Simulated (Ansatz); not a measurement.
`CC#CC(F)(F)F` and `N#CCC(F)(F)F` differ in one atom or group.

Ansatz, PBE0-D4/def2-TZVP geometries, multiplicity 1. 

```tsv
property	`CC#CC(F)(F)F`
LUMO energy (ωB97M-V/def2-TZVPP) / eV	2.36
HOMO energy (PBE0/def2-TZVPP) / eV	-8.57
LUMO energy (B3LYP/def2-TZVPP) / eV	-0.05
HOMO energy (B3LYP/def2-TZVPP) / eV	-8.34
ideal-gas entropy at 298 K and 1 bar (rigid rotor, harmonic PBE0-D4/def2-TZVP) / J/(mol·K)	350
size of the dipole moment (B3LYP/def2-TZVPP) / D	3.55
```

Q: What does the change do to each property? (Estimate.)

A: Computed: 
| property | `N#CCC(F)(F)F` | shift |
| --- | --- | --- |
| LUMO energy (ωB97M-V/def2-TZVPP) / eV | 1.96 | -0.40 |
| HOMO energy (PBE0/def2-TZVPP) / eV | -10.09 | -1.52 |
| LUMO energy (B3LYP/def2-TZVPP) / eV | -0.28 | -0.23 |
| HOMO energy (B3LYP/def2-TZVPP) / eV | -9.84 | -1.50 |
| ideal-gas entropy at 298 K and 1 bar (rigid rotor, harmonic PBE0-D4/def2-TZVP) / J/(mol·K) | 336 | -14 |
| size of the dipole moment (B3LYP/def2-TZVPP) / D | 3.29 | -0.26 |

With PBE0 the HOMO falls by 1.52 eV and the LUMO falls by 0.18 eV, so the gap widens by about 1.34 eV. PBE moves the HOMO by -1.41 eV and ωB97M-V by -1.59 eV. The zero-point energy changes by -26.8 kJ/mol with -3 modes. Dipoles are sizes alone; their direction can turn. Modes under 60 cm⁻¹, often nearly free rotors, make the harmonic entropy too high.

B3LYP here is the variant with VWN-RPA as its local correlation; programs differ in this.
